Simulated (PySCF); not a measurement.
Geometries of 2 isomers of C2H6BFO, from PBE0-D3(BJ)/def2-SVP geometry optimisation, gas phase in PySCF. One conformer each, no zero-point energy, no frequencies.

Question: Which isomer lies lower at this level?
A.
```xyz
11
angstrom
B      2.037    0.079    0.033
O      0.781    0.422    0.379
C     -0.309   -0.413    0.124
C     -1.531    0.412   -0.163
F     -0.519   -1.168    1.240
H      2.234   -0.944   -0.588
H      2.917    0.841    0.349
H     -0.058   -1.108   -0.699
H     -1.384    1.013   -1.070
H     -2.401   -0.244   -0.303
H     -1.720    1.085    0.685
```
B.
```xyz
11
angstrom
C     -1.402    1.013   -0.462
O     -0.199    0.751    0.187
C      0.348   -0.490   -0.134
B      1.691   -0.757    0.629
F      2.334   -1.885    0.366
H     -1.287    1.012   -1.565
H     -1.749    2.008   -0.148
H     -2.184    0.270   -0.205
H      0.533   -0.597   -1.229
H     -0.348   -1.329    0.109
H      2.175   -0.012    1.448
```

Answer: A. That is `BO[C@H](C)F`, 3.1 kcal/mol below the other.

```
     SMILES            atoms numbered as above      E (Eh)  relative (kcal/mol)  relative (kJ/mol)  dipole (D)
BO[C@H](C)F  [BH2:1][O:2][C@H:3]([CH3:4])[F:5]  -279.25554                  0.0                0.0        1.91
      COCBF     [CH3:1][O:2][CH2:3][BH:4][F:5]  -279.25052                  3.1               13.2        1.66
```

As drawn, the lower has a B–O bond, which the higher lacks; the higher has a B–F bond, which the lower lacks.
